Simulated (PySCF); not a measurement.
thiourea (CH4N2S), SMILES NC(N)=S.

The structure is a stationary point at B3LYP-D3(BJ)/def2-SVP. The values are those of a single conformer.

These are PBE/def2-TZVPD run with PySCF values and carry that method's errors.

| Item | Value |
|---|---|
| total energy | -547.95560 hartree |
| point group | C2 |
| highest occupied level | -4.94 eV |
| lowest empty level | -1.33 eV |
| orbital gap | 3.61 eV |
| dipole moment | 1.013 e·Å |
| quadrupole, principal values (traceless, Buckingham form, about the centre of nuclear charge) | -7.62, 1.21, 6.41 D·Å |
| mean static polarisability | 60.6 bohr³ (8.98 Å³) |
| polarisability, principal values | 41.8, 63.0, 77.1 bohr³ |
